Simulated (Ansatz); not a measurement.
`CCBO[SiH3]` and `O[SiH2]BO[SiH3]` differ in one atom or group.

Ansatz, PBE0-D4/def2-TZVP geometries, multiplicity 1. Each molecule was computed in one conformer, which needn't be the lowest.

| property | `CCBO[SiH3]` |
| --- | --- |
| HOMO–LUMO gap (B3LYP/def2-TZVPP) / eV | 7.46 |
| LUMO energy (ωB97M-V/def2-TZVPP) / eV | 1.68 |
| HOMO energy (PBE/def2-TZVPP) / eV | -6.66 |
| HOMO–LUMO gap (PBE/def2-TZVPP) / eV | 5.47 |
| size of the dipole moment (ωB97M-V/def2-TZVPP) / D | 0.25 |
| LUMO energy (PBE/def2-TZVPP) / eV | -1.19 |

(1) Give the same properties after the change, and the shifts. (An estimate is asked.)

Answers

(1) Ansatz gave: 
```json
{"property": "HOMO–LUMO gap (B3LYP/def2-TZVPP) / eV", "`O[SiH2]BO[SiH3]`": "5.66", "shift": "-1.80"}
{"property": "LUMO energy (ωB97M-V/def2-TZVPP) / eV", "`O[SiH2]BO[SiH3]`": "0.62", "shift": "-1.06"}
{"property": "HOMO energy (PBE/def2-TZVPP) / eV", "`O[SiH2]BO[SiH3]`": "-6.05", "shift": "0.61"}
{"property": "HOMO–LUMO gap (PBE/def2-TZVPP) / eV", "`O[SiH2]BO[SiH3]`": "3.78", "shift": "-1.69"}
{"property": "size of the dipole moment (ωB97M-V/def2-TZVPP) / D", "`O[SiH2]BO[SiH3]`": "2.45", "shift": "2.20"}
{"property": "LUMO energy (PBE/def2-TZVPP) / eV", "`O[SiH2]BO[SiH3]`": "-2.27", "shift": "-1.08"}
```

With PBE0 the HOMO rises by 0.71 eV and the LUMO falls by 1.14 eV, so the gap narrows by about 1.85 eV. PBE moves the HOMO by 0.61 eV and ωB97M-V by 0.86 eV. Dipoles are sizes alone; their direction can turn.

B3LYP here is the variant with VWN-RPA as its local correlation; programs differ in this.
